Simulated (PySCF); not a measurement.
Species: C5H4F3O2 (doublet state).
Cartesian coordinates in Å at the GFN2-xTB level; atoms count from 1:
```
atom  x, y, z in Å
O1     1.1781   -1.9200    0.8516
C2     1.0446   -0.8075    0.3482
C3    -0.1832   -0.1795    0.0810
C4    -1.6225   -0.5230    0.2539
C5    -1.8244    0.8700   -0.3626
O6    -0.3995    1.0355   -0.4599
C7     2.2785    0.0411   -0.0546
F8     2.2803    0.3141   -1.3709
F9     3.4250   -0.5709    0.2237
F10    2.2933    1.2254    0.5812
H11   -1.9505   -0.6492    1.2844
H12   -1.9722   -1.3674   -0.3377
H13   -2.2884    0.9025   -1.3486
H14   -2.2597    1.6285    0.2882
```

The hyperfine couplings belong to this conformer and change with its torsions.

Identity: `O=C([C]1CCO1)C(F)(F)F` [radical].

Computed, not measured: UKS B3LYP, pcH-1 on C F H O, non-relativistic, mean-field spin-orbit, GIAO in PySCF. Geometry: GFN2-xTB, one conformer, isolated molecule. The geometry wasn't refined by DFT: couplings that depend on bond lengths, twists or pyramidal angles can differ widely from those at the functional's own minimum. No stability test was run, so a lower SCF solution isn't excluded.

**Question.** What is the g tensor, term by term?

**Answer.** 
| Δg (ppt) | 1 | 2 | 3 |
| --- | --- | --- | --- |
| relativistic mass correction | -0.25 | -0.25 | -0.25 |
| gauge correction | -0.01 | 0.04 | 0.05 |
| orbital Zeeman/spin–orbit | -0.01 | 3.76 | 5.33 |
| total | -0.27 | 3.55 | 5.12 |

So g = 2.00205, 2.00587, 2.00744 and g_iso = 2.00512; the tensor is rhombic: the two nearest values differ by 29 % of g3 − g1. 

**Question.** At 9.771 GHz, how far is the centre of the isotropic spectrum from where a free electron (g = 2.002319) resonates?

**Answer.** B = hν/(g μB) with μB/h = 13.99624 MHz/mT gives 348.65 mT for the free electron and 348.17 mT at g_iso, 0.49 mT lower.

**Question.** What effective moment and Curie constant follow for a powder?

**Answer.** With the mean of g² = 4.0205 and S(S+1) = 0.75: μ_eff = √(⟨g²⟩S(S+1)) = 1.736 μB and χT = 0.12505·⟨g²⟩·S(S+1) = 0.377 cm³ K/mol (cgs; spin-Hamiltonian part alone).

**Question.** Average each term over the three axes. Which is largest in size?

**Answer.** The orbital-Zeeman/spin–orbit term 3.03, the mass correction -0.25 and the gauge correction 0.03 ppt, for a total of 2.80 ppt. The orbital-Zeeman/spin–orbit term is the largest in size. The mass correction is the same along every axis, so the anisotropy comes from the other two: their spans along these axes are 0.06 (gauge) and 5.34 ppt (orbital Zeeman/spin–orbit).

**Question.** In a frozen sample, at which fields do the three g values resonate at 9.5, 34, 94 and 263 GHz (hyperfine left aside), and which band first spreads them over more than twice a line width of 1.0 mT?

**Answer.** 
| band | GHz | B(g3) mT | B(g2) mT | B(g1) mT | spread mT |
| --- | --- | --- | --- | --- | --- |
| X | 9.5 | 338.12 | 338.38 | 339.03 | 0.91 |
| Q | 34.0 | 1210.11 | 1211.06 | 1213.37 | 3.26 |
| W | 94.0 | 3345.59 | 3348.21 | 3354.61 | 9.01 |
| J | 263.0 | 9360.54 | 9367.88 | 9385.76 | 25.22 |

The spread grows in proportion to the frequency. Q band is the first where it exceeds 2.0 mT.

The Mulliken spin populations are largest on C3 (+0.50), O1 (+0.35) and O6 (+0.16). Three atoms exceed +0.15. The angles at C3 add up to 360.0°, so it is planar.

The HOMO–LUMO gaps are 5.80 eV among the α and 4.26 eV among the β orbitals.
